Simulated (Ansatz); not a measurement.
Reaction (ligand exchange at the Si–C bond): `F[SiH](F)C#C[SiH3]` + `O[SiH2]F` → `F[SiH2]O[SiH](F)F` + `C#C[SiH3]`

Computed with Ansatz on PBE0-D4/def2-TZVP structures; ΔE is electronic, products minus reactants. CCSD(T)/CBS is the MP2 limit (def2-TZVPP, def2-QZVPP) plus CCSD(T) − MP2 in def2-TZVPP, frozen cores. Functionals use def2-TZVPP. B3LYP here is the variant with VWN-RPA as its local correlation; programs differ in this. HSE06 is defined as in plane-wave codes. One conformer a species, not always the lowest.

`F[SiH](F)C#C[SiH3]`:

Cartesian coordinates in Å:
```
F 2.357 1.218 1.950
Si 0.948 0.525 2.147
F 0.012 1.552 2.903
C 0.236 0.156 0.526
C -0.243 -0.142 -0.549
Si -0.967 -0.574 -2.175
H 1.118 -0.672 2.983
H -1.143 0.668 -2.963
H -0.042 -1.499 -2.873
H -2.276 -1.231 -1.950
```

`O[SiH2]F`:

Cartesian coordinates in Å:
```
O -0.548 -1.148 0.053
Si 0.006 0.376 -0.118
F 1.437 0.387 -0.824
H -0.137 -1.722 0.700
H -0.950 1.067 -1.003
H 0.192 1.040 1.193
```

`F[SiH2]O[SiH](F)F`:

Z-matrix (Å, degrees):
```
Si
O 1 1.626
F 1 1.590 2 108.4
H 1 1.476 2 110.2 3 117.8
H 1 1.475 2 108.4 3 -117.1
Si 2 1.605 1 155.1 3 -80.7
F 6 1.581 2 109.8 1 -1.9
F 6 1.578 2 108.8 1 -118.9
H 6 1.463 2 111.7 1 120.1
```

`C#C[SiH3]`:

```xyz
7

C     1.444    0.461   -1.245
C     0.556    0.177   -0.479
Si   -0.786   -0.251    0.678
H     2.228    0.712   -1.921
H    -1.747   -1.156    0.001
H    -0.212   -0.931    1.864
H    -1.482    0.988    1.102
```

```csv
level,ΔE (kcal/mol),difference from CCSD(T)/CBS
PBE-D4,-19.6,3.9
revPBE-D4,-19.4,4.1
BLYP-D4,-21.8,1.7
r2SCAN-D4,-22.5,1.0
B97M-V,-22.8,0.7
PBE0-D4,-21.5,2.0
r2SCANh-D4,-23.0,0.5
r2SCAN0-D4,-23.7,-0.2
HSE06-D4,-21.4,2.1
CAM-B3LYP-D4,-24.5,-1.0
ωB97X-V,-23.3,0.2
ωB97M-V,-23.3,0.2
B2PLYP,-23.1,0.4
PBE-QIDH,-22.8,0.7
PBE,-19.3,4.2
revPBE,-18.7,4.8
BLYP,-21.2,2.3
PBE0,-21.3,2.2
B3LYP,-22.8,0.7
r2SCANh,-22.9,0.6
r2SCAN0,-23.6,-0.1
HSE06,-21.2,2.3
BHLYP,-25.1,-1.6
CAM-B3LYP,-24.2,-0.7
LC-ωPBE,-22.9,0.6
RPA@PBE/def2-TZVPP,-22.6,0.9
HF/def2-SVP,-25.6,-2.1
MP2/def2-SVP,-22.0,1.5
CCSD(T)/def2-SVP,-22.3,1.2
HF/def2-TZVPP,-27.5,-4.0
MP2/def2-TZVPP,-22.8,0.7
SCS-MP2/def2-TZVPP,-23.3,0.2
CCSD/def2-TZVPP,-24.2,-0.7
CCSD(T)/def2-TZVPP,-23.3,0.2
HF/def2-QZVPP,-28.1,-4.6
MP2/def2-QZVPP,-23.1,0.4
SCS-MP2/def2-QZVPP,-23.7,-0.2
HF/CBS(def2),-28.2,-4.7
MP2/CBS(def2),-23.0,0.5
CCSD/CBS(def2),-24.4,-0.9
CCSD(T)/CBS,-23.5,0
```

Largest T1 diagnostic among the species: 0.013.

At CCSD(T), def2-SVP lies +1.2 kcal/mol from the extrapolated value and def2-TZVPP +0.2 kcal/mol. From BLYP to BHLYP (50 % exact exchange), in def2-TZVPP and without D4, ΔE moves by −3.9 kcal/mol.
